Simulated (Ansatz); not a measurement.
`NBOCN`, charge 0, multiplicity 1.

Task: Give a relaxed structure at PBE0-D4/def2-TZVP (the Gaussian-basis code of Ansatz). (Estimate.)

Result: The calculation gave: 
Z-matrix (Å, degrees):
```
C
N 1 1.439
O 1 1.405 2 110.4
H 1 1.096 2 107.7 3 120.9
H 1 1.097 2 114.2 3 -118.6
H 2 1.012 1 111.7 3 77.2
H 2 1.011 1 111.4 3 -161.1
B 3 1.369 1 119.2 2 79.2
N 8 1.398 3 118.7 1 -172.7
H 8 1.201 3 121.1 1 9.3
H 9 1.003 8 122.6 3 -177.9
H 9 1.006 8 122.7 3 2.5
```
This is one stationary point; other conformers may exist.
